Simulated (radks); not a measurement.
All-electron atom: Te in [Kr] 4d10 5s2 5p4 (the NIST ground configuration). All-electron calculation, scalar-relativistic Kohn-Sham, BP86, spin-polarised, spherical densities, finite nucleus; open shells are filled with parallel spins first (spin-orbit coupling, left out, can overturn this in heavy ions); Fermi nuclear charge, rms radius 4.7423 fm. Program: a radial shooting solver on a logarithmic mesh with Libxc functionals.

X-ray form factor f0, the Fourier transform of the density (f0(0) = 52):

sin(theta)/lambda (1/angstrom),f0 (electrons)
0.05,50.917
0.1,48.206
0.15,44.889
0.2,41.655
0.25,38.724
0.3,36.079
0.4,31.421
0.5,27.472
0.6,24.252
0.8,19.796
1,16.975
1.25,14.212
1.5,11.714
2,7.918
